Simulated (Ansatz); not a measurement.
Start from `[F][GaH][I]` and change one atom or group to get `[OH][GaH][F]`.

Ansatz, PBE0-D4/def2-TZVP geometries, multiplicity 1. Each molecule was computed in one conformer, which needn't be the lowest.

Elements past krypton have def2 core potentials. Scalar relativity is left out up to krypton. Spin–orbit coupling is left out; it splits and shifts lone-pair levels of the heavy atoms by tenths of an eV.

| property | `[F][GaH][I]` |
| --- | --- |
| size of the dipole moment (B3LYP/def2-TZVPP) / D | 1.88 |
| LUMO energy (B3LYP/def2-TZVPP) / eV | -1.98 |
| HOMO–LUMO gap (B3LYP/def2-TZVPP) / eV | 5.80 |
| HOMO energy (PBE0/def2-TZVPP) / eV | -8.04 |
| HOMO–LUMO gap (PBE0/def2-TZVPP) / eV | 6.32 |
| HOMO–LUMO gap (PBE/def2-TZVPP) / eV | 4.41 |

Give the same properties after the change, and the shifts. (Best estimate.)

The calculation gave: 
```
                                        property  `[OH][GaH][F]`  shift
size of the dipole moment (B3LYP/def2-TZVPP) / D            3.39   1.51
             LUMO energy (B3LYP/def2-TZVPP) / eV           -1.27   0.71
           HOMO–LUMO gap (B3LYP/def2-TZVPP) / eV            7.84   2.04
              HOMO energy (PBE0/def2-TZVPP) / eV           -9.37  -1.33
            HOMO–LUMO gap (PBE0/def2-TZVPP) / eV            8.42   2.10
             HOMO–LUMO gap (PBE/def2-TZVPP) / eV            5.96   1.55
```

With PBE0 the HOMO falls by 1.33 eV and the LUMO rises by 0.78 eV, so the gap widens by about 2.11 eV. PBE moves the HOMO by -0.81 eV and ωB97M-V by -1.56 eV. The zero-point energy changes by 33.9 kJ/mol with +3 modes. Dipoles are sizes alone; their direction can turn.

B3LYP here is the variant with VWN-RPA as its local correlation; programs differ in this.
